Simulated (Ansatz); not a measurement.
Two members of one family (InAs nanocrystals, H-capped) that differ in charge, which shifts all levels, computed with Ansatz in the gas phase; def2 core potentials for In, no spin–orbit coupling. Levels of anions in sets without diffuse functions are rough. A dash marks a value that wasn't run or was left out as unsound. The structures are stationary points that may keep the symmetry of their start. Remarks come from the PBE and PBE0 runs and from stability tests at other levels; not every state was tested. HOMO above LUMO (over both spins in singlets and doublets, within one spin in higher multiplets; at PBE or PBE0), or a gap under 0.15 eV within one spin, warns that the state may not be the lowest or that an electron is smeared out.

First: In11As10H28⁻, cut from wurtzite (singlet, charge -1, PBE-D4/def2-SVP geometry).

```xyz
49

In   -4.7101   -0.7267    0.7619
As   -3.7029   -3.1721    1.5826
In   -3.1212    2.5523   -1.1003
As   -1.4923    4.3543    0.0649
As   -2.3641    0.2447   -0.0742
In   -0.6389    0.6998    1.9119
In   -1.1027   -3.9062    1.4319
As    0.1281   -1.8369    2.5723
In    1.2730    4.3286    0.0889
As    1.5737    1.8231    0.9863
In    3.2334    2.3070    3.0186
In    2.7155   -2.4826    2.4392
As    3.8528   -0.3379    3.6171
As   -2.1252    2.5880   -3.6241
In   -1.3859   -1.1661   -2.1024
As   -0.4597   -3.4834   -1.1046
In    0.4095    2.0559   -4.6065
As    0.8593    0.1045   -2.8149
In    2.7549    0.4657   -0.9468
In    2.1264   -4.0866   -1.6786
As    3.1333   -2.0873   -0.1469
H    -5.2460    0.0325    2.2425
H    -5.7418   -1.1255   -0.5916
H    -4.1113   -3.4598    3.0309
H    -4.5077   -4.3289    0.9825
H    -4.8022    3.0393   -1.1002
H    -1.9688    4.3186    1.5181
H    -2.0751    5.7393   -0.2427
H    -1.3600    1.4635    3.3125
H    -0.8205   -5.4835    2.1286
H    -0.2099   -2.0109    4.0578
H     1.6880    5.4745    1.3503
H     1.6742    4.5033   -1.6015
H     2.3788    2.8297    4.4510
H     4.7552    2.9654    2.4617
H     3.1762   -4.0026    3.1699
H     3.7107   -0.6036    5.1203
H     5.3627   -0.5980    3.5778
H    -2.6993    3.8544   -4.2719
H    -3.0756    1.6265   -4.3413
H    -2.5166   -1.3901   -3.4227
H    -1.2942   -4.5444   -1.8322
H     1.3040    3.5109   -4.2726
H     0.1169    1.3698   -6.1889
H     1.5014   -0.9755   -3.6948
H     4.2302    1.1565   -1.5871
H     2.5116   -5.6185   -0.9237
H     2.4103   -3.7049   -3.3618
H     4.6522   -2.2762   -0.2469
```

```
              level  HOMO (eV)  LUMO (eV)  gap (eV)  vertical IE (eV)
    PBE-D4/def2-SVP      -3.16       0.11      3.27                 –
   PBE-D4/def2-TZVP      -3.26      -0.03      3.23              4.67
r2SCAN-D4/def2-TZVP      -3.46       0.18      3.64                 –
   PBE0-D4/def2-SVP      -4.05       0.80      4.86                 –
  PBE0-D4/def2-TZVP      -4.12       0.68      4.81              5.07
```

Remarks: gap within one spin near zero at PBE or PBE0 (neutral doublet).

Second: In10As11H28⁺, cut from wurtzite (singlet, charge 1, PBE-D4/def2-SVP geometry).

```xyz
49

As    0.705    4.346    0.836
In   -0.452    4.588    3.382
As    1.852    2.153   -3.018
In    4.192    0.765   -3.021
In    0.623    2.147   -0.684
As    1.469    0.223    0.963
As   -1.417    2.027    3.282
In    0.436    0.116    3.476
As    2.890   -1.676   -2.571
In    1.416   -2.061   -0.378
As    2.314   -3.954    1.271
As   -0.567   -2.366    3.437
In    1.241   -4.376    3.843
In    0.113    2.268   -5.118
As   -1.970    1.531   -0.843
In   -3.332    1.754    1.468
As   -1.046   -0.184   -4.488
In   -2.483   -0.674   -2.277
As   -1.171   -2.459   -0.758
As   -4.049   -0.857    1.719
In   -2.382   -2.993    1.602
H     2.189    4.705    0.852
H     0.269    5.466   -0.107
H     0.928    4.593    4.420
H    -1.790    5.643    3.093
H     2.371    3.592   -2.965
H     4.947    0.962   -1.473
H     4.761    0.649   -4.647
H     2.969    0.488    1.087
H    -2.201    1.877    4.587
H     1.655    0.378    4.685
H     3.839   -2.873   -2.575
H     2.007   -2.156   -3.719
H     3.819   -3.690    1.285
H     2.368   -5.210    0.405
H    -1.428   -2.405    4.703
H     2.505   -3.776    4.854
H     0.409   -5.878    3.653
H     1.008    1.973   -6.565
H    -1.155    3.358   -4.664
H    -2.534    2.641   -1.729
H    -4.684    2.836    1.449
H    -0.053   -1.341   -4.587
H    -1.950   -0.653   -5.628
H    -4.160   -1.068   -2.487
H    -1.238   -3.779   -1.525
H    -4.820   -0.997    3.030
H    -5.232   -1.125    0.789
H    -3.183   -4.528    1.657
```

Task: Estimate the same table for the second.

Result: 
```
              level  HOMO (eV)  LUMO (eV)  gap (eV)  vertical IE (eV)
    PBE-D4/def2-SVP      -8.20      -5.16      3.04                 –
   PBE-D4/def2-TZVP      -8.24      -5.23      3.01              9.65
r2SCAN-D4/def2-TZVP      -8.46      -5.08      3.39                 –
   PBE0-D4/def2-SVP      -9.12      -4.48      4.64                 –
  PBE0-D4/def2-TZVP      -9.14      -4.53      4.60             10.12
```

Remarks: gap within one spin near zero at PBE or PBE0 (+2 doublet).
